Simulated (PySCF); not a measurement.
**Ionisation energy of Eu⁵¹⁺ by level of theory**

Eu⁵¹⁺ [Ne] 3s2 → Eu⁵²⁺ [Ne] 3s1 [3s1/2^1, M_J = 1/2], as a difference of total energies. Calculation: PySCF 2.14, in an uncontracted even-tempered set (18 s from 14 bohr⁻², ratio 2.4; 14 p from 18 bohr⁻², ratio 2.4; 4 d from 58 bohr⁻², ratio 2.6; 4 f from 87 bohr⁻², ratio 2.6); the two-component X2C-1e Hamiltonian. Correlated levels: 1s2 frozen; the 54 highest virtual spinors dropped. "Screened" scales the spin-orbit matrix elements by Boettger's factors to mimic the two-electron term; Breit and QED terms are absent.

```
                    method  ionisation energy (eV)
           GHF (spin-free)                  4732.4
 GHF (screened spin-orbit)                  4732.2
GMP2 (screened spin-orbit)                  4735.9
```

Question: How much does correlation contribute at GMP2 (screened spin-orbit)?

Answer: 4735.9 − (4732.2) = 3.7 eV, measured against GHF (screened spin-orbit).

Breit and QED terms and the two-electron picture change are absent.

For comparison: 4729 ± 4 eV (theoretical estimate listed by NIST; NIST Atomic Spectra Database, ionization energies).
